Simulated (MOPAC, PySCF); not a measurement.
C2H6OSi, SMILES `C(=O)(C)[SiH3]`, neutral singlet in the gas phase. 

Cartesian coordinates (Å):
SMILES: CC(=O)[SiH3]
```xyz
10

C     -1.5004     0.1409    -0.0896
C     -0.2467    -0.6476     0.1979
O     -0.2729    -1.8121     0.5665
Si     1.5118     0.1748    -0.0102
H     -1.4774     0.5059    -1.1297
H     -1.5267     1.0395     0.5486
H     -2.3959    -0.4715     0.0787
H      2.2609    -0.6302    -1.0201
H      1.4465     1.6035    -0.4553
H      2.1986     0.0930     1.3129
```
Charge 0, spin multiplicity 1.

All levels are single points at this geometry (PBE-D3(BJ)/def2-TZVP); Pople sets use spherical d functions. Orbital energies aren't observables, and empty levels follow the basis.

HF/6-31G* in PySCF gives HOMO (eV) = -10.46.

**Question.** Estimate the HOMO (eV) from each of these levels: PBE-D3(BJ)/def2-TZVP in PySCF; B3LYP/6-31G* in PySCF; HF/STO-3G in PySCF; PM3 in MOPAC; PM6 in MOPAC.

**Answer.** 
```csv
level,HOMO (eV)
PBE-D3(BJ)/def2-TZVP in PySCF,-5.57
B3LYP/6-31G* in PySCF,-6.48
HF/STO-3G in PySCF,-7.65
PM3 in MOPAC,-9.60
PM6 in MOPAC,-9.20
```
